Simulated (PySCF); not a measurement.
SMILES OCO[SiH3], PBE/def2-SVP optimised geometry.

```
10

O      1.08    -1.49     0.00
C     -0.32    -1.49     0.00
O     -0.88    -0.19     0.00
Si    -0.31     0.99     1.08
H      1.37    -1.12    -0.85
H     -0.75    -2.01    -0.89
H     -0.62    -2.05     0.92
H     -0.14     0.42     2.46
H      0.99     1.61     0.64
H     -1.37     2.05     1.08
```

Density from PBE/def2-TZVP in PySCF 2.14.0 at that geometry.

Minimum of the electron density along straight lines between bonded atoms, close to the bond critical point (lines longer than 1.1 times the sum of covalent radii, or with two minima, are not listed):

```csv
bond,length / Å,ρ at the minimum / e bohr⁻³,∇²ρ there / e bohr⁻⁵,position (fraction from the first atom)
O1–C2,1.403,0.274,-0.66,0.63
C2–O3,1.410,0.265,-0.60,0.37
O3–Si4,1.696,0.125,0.63,0.59
O1–H5,0.977,0.349,-2.23,0.79
C2–H6,1.116,0.275,-0.94,0.65
C2–H7,1.115,0.277,-0.95,0.65
Si4–H8,1.507,0.118,0.11,0.49
Si4–H9,1.505,0.119,0.11,0.49
Si4–H10,1.499,0.120,0.11,0.49
```
